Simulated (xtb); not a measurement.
Cl3La, triplet, from a rough starting geometry (GFN-xTB shapes and energies of metal compounds can be far from the true ones) (the multiplicity is a formal guess); GFN2-xTB in xtb.

xtb was given this input:
```
$ xtb mol.xyz --gfn 2 --uhf 2 --opt vtight --json

# file mol.xyz
4

La     0.02065506    -0.00157670     0.00179235
Cl    -2.23281226    -1.25586618    -0.30960615
Cl     0.13888532     2.49362500    -0.73193778
Cl     2.04327686    -1.09160147     1.06795026
```

Output, abridged:

```
   ID    Z sym.   atoms
    1   57 La     1
    2   17 Cl     2-4

           -------------------------------------------------
          |                Calculation Setup                |
           -------------------------------------------------

           -------------------------------------------------
          |                 G F N 2 - x T B                 |
           -------------------------------------------------

          ...................................................
          :                      SETUP                      :
          :.................................................:
          :  # basis functions                  40          :
          :  # atomic orbitals                  36          :
          :  # shells                           12          :
          :  # electrons                        24          :
          :  max. iterations                   250          :
          :  Hamiltonian                  GFN2-xTB          :
          :  restarted?                      false          :
          :  GBSA solvation                  false          :
          :  PC potential                    false          :
          :  electronic temp.          300.0000000     K    :
          :  accuracy                    1.0000000          :
          :  -> integral cutoff          0.2500000E+02      :
          :  -> integral neglect         0.1000000E-07      :
          :  -> SCF convergence          0.1000000E-05 Eh   :
          :  -> wf. convergence          0.1000000E-03 e    :
          :  Broyden damping             0.4000000          :
          :  net charge                          0          :
          :  unpaired electrons                  2          :
          ...................................................

 iter      E             dE          RMSdq      gap      omega  full diag
   1     -1.7755135 -0.177551E+01  0.562E+01    0.02       0.0  T
   2    -12.8996631 -0.111241E+02  0.291E+01    0.00       1.0  T
   3    -14.2974323 -0.139777E+01  0.221E+01    0.01       1.0  T
   4    -14.3729394 -0.755070E-01  0.209E+01    0.00       1.0  T
   5    -14.4653814 -0.924420E-01  0.199E+01    0.01       1.0  T
   6    -14.4949559 -0.295745E-01  0.196E+01    0.01       1.0  T
   7    -14.4080353  0.869206E-01  0.205E+01    0.01       1.0  T
   8    -14.4173397 -0.930433E-02  0.203E+01    0.01       1.0  T
   9    -14.4275581 -0.102184E-01  0.202E+01    0.01       1.0  T
[...]
 * total energy  :   -14.9709679 Eh     change       -0.8740771E-04 Eh
 * total energy  :   -14.9712490 Eh     change       -0.2810451E-03 Eh
 * total energy  :   -14.9713646 Eh     change       -0.1155729E-03 Eh
 * total energy  :   -14.9717641 Eh     change       -0.3995049E-03 Eh
 * total energy  :   -14.9719150 Eh     change       -0.1509023E-03 Eh
 * total energy  :   -14.9720311 Eh     change       -0.1161603E-03 Eh
 * total energy  :   -14.9720714 Eh     change       -0.4022437E-04 Eh
 * total energy  :   -14.9720646 Eh     change        0.6725259E-05 Eh
 * total energy  :   -14.9720736 Eh     change       -0.8989972E-05 Eh
 * total energy  :   -14.9720735 Eh     change        0.1240592E-06 Eh
 * total energy  :   -14.9720739 Eh     change       -0.3776097E-06 Eh
 * total energy  :   -14.9720739 Eh     change       -0.1458197E-07 Eh
   *** GEOMETRY OPTIMIZATION CONVERGED AFTER 26 ITERATIONS ***
         :: total energy             -14.972073884970 Eh    ::
[...]
       ...                                ...                  ...
        36                          0.7871089              21.4183
      -------------------------------------------------------------
                  HL-Gap            0.0027292 Eh            0.0743 eV
             Fermi-level           -0.4042338 Eh          -10.9998 eV

     #   Z          covCN         q      C6AA      α(0)
     1  57 La       2.121     0.182   807.798    81.354
     2  17 Cl       0.707    -0.123   102.645    15.496
     3  17 Cl       0.877    -0.029   100.050    15.302
     4  17 Cl       0.877    -0.029   100.048    15.302

 Mol. C6AA /au·bohr⁶  :       3292.095335
 Mol. C8AA /au·bohr⁸  :     414729.932880
 Mol. α(0) /au        :        127.453981

Wiberg/Mayer (AO) data.
largest (>0.10) Wiberg bond orders for each atom

 ---------------------------------------------------------------------------
     #   Z sym  total        # sym  WBO       # sym  WBO       # sym  WBO
 ---------------------------------------------------------------------------
     1  57 La   2.566 --     2 Cl   0.983     4 Cl   0.792     3 Cl   0.792
     2  17 Cl   1.261 --     1 La   0.983     3 Cl   0.139     4 Cl   0.139
     3  17 Cl   1.309 --     1 La   0.792     4 Cl   0.378     2 Cl   0.139
     4  17 Cl   1.309 --     1 La   0.792     3 Cl   0.378     2 Cl   0.139
 ---------------------------------------------------------------------------

Topologies differ in total number of bonds
Writing topology from bond orders to xtbtopo.mol

molecular dipole:
                 x           y           z       tot (Debye)
 q only:        0.408       0.009      -0.443
   full:        0.495      -0.381      -1.382       3.856
molecular quadrupole (traceless):
                xx          xy          yy          xz          yz          zz
 q only:       -1.958      -1.321      -0.024      -0.242       0.554       1.981
  q+dip:       -4.671      -2.409      -1.615      -1.701       2.577       6.287
   full:       -5.382      -4.543      -0.333      -1.795       0.754       5.715

optimized geometry written to: xtbopt.xyz

           -------------------------------------------------
          | TOTAL ENERGY              -14.972073884970 Eh   |
          | GRADIENT NORM               0.000043519540 Eh/α |
          | HOMO-LUMO GAP               0.074265991793 eV   |
           -------------------------------------------------

normal termination of xtb
```
